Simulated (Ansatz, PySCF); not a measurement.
H2O, SMILES [OH2+], charge +1, multiplicity 2. Atoms are numbered in the order given.

```xyz
3

O      0.0000     0.0000    -0.1537
H      0.0000     0.8204     0.4255
H      0.0000    -0.8204     0.4255
```
Charge +1, spin multiplicity 2.

The structure is a stationary point at PBE0-D3(BJ)/def2-TZVPD.

Two levels are set side by side: PBE-D3(BJ)/def2-TZVPD (Ansatz, a quantum-chemistry and plane-wave program) and PBE0-D3(BJ)/def2-TZVPD (Ansatz). Each level has its own optimised geometry; the coordinates shown are those of the second. Frequencies come from the Hessian of PySCF at each geometry. Differences are taken from unrounded values.

```
quantity                            PBE0-D3(BJ)
----------------------------------  -----------
mean bond length (Å)                      1.004
bond O1–H2 (Å)                            1.004
bond O1–H3 (Å)                            1.004
highest harmonic wavenumber (cm⁻¹)         3417
mean harmonic wavenumber (cm⁻¹)            2746
zero-point energy (kcal/mol)              11.78
```

Problem. What does PBE-D3(BJ) give, and how far is it from PBE0-D3(BJ)? (The exact figures need the calculation; the answer reports its results.)

Solution. 
```tsv
quantity	PBE-D3(BJ)	PBE-D3(BJ) minus PBE0-D3(BJ)
mean bond length (Å)	1.018	0.013
bond O1–H2 (Å)	1.018	0.013
bond O1–H3 (Å)	1.018	0.013
highest harmonic wavenumber (cm⁻¹)	3267	-149
mean harmonic wavenumber (cm⁻¹)	2637	-109
zero-point energy (kcal/mol)	11.31	-0.47
```

Exact exchange shortens and stiffens bonds; PBE has none. Differences between two approximate levels are no errors against the true value.
